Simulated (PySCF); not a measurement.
**How methods differ on the excitation energy of Zr**

Zr [Kr] 4d2 5s2 (3F) → Zr [Kr] 4d2 5s1 5p1 (high-spin determinant), as a difference of total energies. Computed with PySCF 2.14 in aug-cc-pwCVTZ-PP with ECP28MDF (8s8p7d4f3g, 122 functions), with scalar relativity through the core potential. Correlated levels: valence: 4s2 4p6 frozen; valence and next inner shell: nothing frozen outside the core potential. The calculations carry no spin-orbit coupling.

```json
{"method": "UHF", "excitation energy (eV)": "0.825"}
{"method": "LDA", "excitation energy (eV)": "2.130"}
{"method": "PBE", "excitation energy (eV)": "1.908"}
{"method": "PBE0", "excitation energy (eV)": "1.753"}
{"method": "r2SCAN", "excitation energy (eV)": "1.585"}
{"method": "HSE06", "excitation energy (eV)": "1.776"}
{"method": "TPSSh", "excitation energy (eV)": "1.789"}
{"method": "M06-L", "excitation energy (eV)": "2.471"}
{"method": "MP2 (valence)", "excitation energy (eV)": "1.636"}
{"method": "SCS-MP2 (valence)", "excitation energy (eV)": "1.920"}
{"method": "MP2 (valence and next inner shell)", "excitation energy (eV)": "1.914"}
{"method": "SCS-MP2 (valence and next inner shell)", "excitation energy (eV)": "2.103"}
```

Problem. How much does correlation contribute at MP2 (valence and next inner shell)?

Solution. 1.914 − (0.825) = 1.089 eV, measured against UHF.

The determinant of the upper state mixes LS terms, which raises its energy above the lowest term, most at the Hartree-Fock and MP2 levels.
